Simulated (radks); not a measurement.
The numbers below are computed, except where a source is named.
Species: Re48+. Configuration: [Ar] 3d9 (the NIST ground configuration). Level of theory: Dirac Kohn-Sham, LB94 model potential, spin-unpolarised, spherical densities, finite nucleus; open shells fill j = l - 1/2 first; Fermi nuclear charge, rms radius 5.3698 fm (a radial shooting solver on a logarithmic mesh with Libxc functionals).

Normalised radial functions P(r) = r R(r) (large component), r in bohr:

r,2p3/2,3s1/2
0.001287,0.0185,0.3953
0.001598,0.0277,0.4610
0.001983,0.0413,0.5339
0.002481,0.0624,0.6158
0.003079,0.0925,0.6987
0.003821,0.1364,0.7811
0.004743,0.1997,0.8566
0.005934,0.2941,0.9173
0.007364,0.4226,0.9453
0.00914,0.5998,0.9258
0.01143,0.8484,0.8340
0.01419,1.1620,0.6550
0.01761,1.5541,0.3716
0.02186,2.0182,-0.0176
0.02735,2.5469,-0.5057
0.03394,3.0461,-0.9906
0.04212,3.4488,-1.3759
0.05228,3.6507,-1.5137
0.06541,3.5482,-1.2436
0.08118,3.1115,-0.5222
0.1007,2.4067,0.5462
0.125,1.5969,1.6631
0.1564,0.8562,2.4480
0.1942,0.3716,2.5510
0.241,0.1217,2.0368
0.3015,0.0265,1.2091
0.3741,0.0039,0.5337
0.4643,0.0003,0.1632
0.5763,0.0000,0.0320

2p3/2: eigenvalue -13074.4 eV, 0 radial nodes, <r> = 0.0701 bohr, 90 % of the charge inside 0.114 bohr. 3s1/2: eigenvalue -5319.0 eV, 2 radial nodes at r = 0.0217, 0.0907 bohr, <r> = 0.192 bohr, 90 % of the charge inside 0.282 bohr.
